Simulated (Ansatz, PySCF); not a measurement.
C2H6FGa, SMILES [GaH]([F])[CH2]C. Atoms are numbered in the order given.

```xyz
10

Ga    -0.3158    -0.4652     0.0000
H     -1.8545    -0.7560     0.0000
F      0.6569    -1.9384     0.0000
C      0.7289     1.1945     0.0000
C     -0.0761     2.4894     0.0000
H      1.3986     1.1372    -0.8760
H      1.3986     1.1372     0.8760
H     -0.7274     2.5706     0.8846
H     -0.7274     2.5706    -0.8846
H      0.5786     3.3760     0.0000
```
Charge 0, spin multiplicity 1.

Coordinates come from a PBE0-D3(BJ)/def2-SVP optimisation. The structure was generated by enumeration; whether it is a known compound was not checked. Other conformers were not sampled.

Two levels are set side by side: PBE-D3(BJ)/def2-SVP (Ansatz, a quantum-chemistry and plane-wave program) and PBE0-D3(BJ)/def2-SVP (Ansatz). Each level has its own optimised geometry; the coordinates shown are those of the second. Frequencies come from the Hessian of PySCF at each geometry. Differences are taken from unrounded values.

| quantity | PBE0-D3(BJ) |
|---|---|
| mean bond length (Å) | 1.370 |
| bond Ga1–F3 (Å) | 1.765 |
| bond Ga1–C4 (Å) | 1.961 |
| bond C4–C5 (Å) | 1.525 |
| bond Ga1–H2 (Å) | 1.566 |
| bond C4–H6 (Å) | 1.104 |
| bond C4–H7 (Å) | 1.104 |
| bond C5–H8 (Å) | 1.102 |
| bond C5–H9 (Å) | 1.102 |
| bond C5–H10 (Å) | 1.102 |
| highest harmonic wavenumber (cm⁻¹) | 3141 |
| mean harmonic wavenumber (cm⁻¹) | 1343 |
| zero-point energy (kcal/mol) | 46.08 |

### Question
What does PBE-D3(BJ) give, and how far is it from PBE0-D3(BJ)? (An estimate is asked for; the answer gives what the named calculation found.)

### Answer

```json
[
 {"quantity": "mean bond length (Å)", "PBE-D3(BJ)": "1.380", "PBE-D3(BJ) minus PBE0-D3(BJ)": "0.010"},
 {"quantity": "bond Ga1–F3 (Å)", "PBE-D3(BJ)": "1.783", "PBE-D3(BJ) minus PBE0-D3(BJ)": "0.018"},
 {"quantity": "bond Ga1–C4 (Å)", "PBE-D3(BJ)": "1.976", "PBE-D3(BJ) minus PBE0-D3(BJ)": "0.015"},
 {"quantity": "bond C4–C5 (Å)", "PBE-D3(BJ)": "1.532", "PBE-D3(BJ) minus PBE0-D3(BJ)": "0.008"},
 {"quantity": "bond Ga1–H2 (Å)", "PBE-D3(BJ)": "1.579", "PBE-D3(BJ) minus PBE0-D3(BJ)": "0.013"},
 {"quantity": "bond C4–H6 (Å)", "PBE-D3(BJ)": "1.112", "PBE-D3(BJ) minus PBE0-D3(BJ)": "0.008"},
 {"quantity": "bond C4–H7 (Å)", "PBE-D3(BJ)": "1.112", "PBE-D3(BJ) minus PBE0-D3(BJ)": "0.008"},
 {"quantity": "bond C5–H8 (Å)", "PBE-D3(BJ)": "1.110", "PBE-D3(BJ) minus PBE0-D3(BJ)": "0.008"},
 {"quantity": "bond C5–H9 (Å)", "PBE-D3(BJ)": "1.110", "PBE-D3(BJ) minus PBE0-D3(BJ)": "0.008"},
 {"quantity": "bond C5–H10 (Å)", "PBE-D3(BJ)": "1.111", "PBE-D3(BJ) minus PBE0-D3(BJ)": "0.008"},
 {"quantity": "highest harmonic wavenumber (cm⁻¹)", "PBE-D3(BJ)": "3053", "PBE-D3(BJ) minus PBE0-D3(BJ)": "-89"},
 {"quantity": "mean harmonic wavenumber (cm⁻¹)", "PBE-D3(BJ)": "1299", "PBE-D3(BJ) minus PBE0-D3(BJ)": "-44"},
 {"quantity": "zero-point energy (kcal/mol)", "PBE-D3(BJ)": "44.59", "PBE-D3(BJ) minus PBE0-D3(BJ)": "-1.49"}
]
```

GGA bonds tend to be longer and softer than those of functionals with exact exchange. Differences between two approximate levels are no errors against the true value.
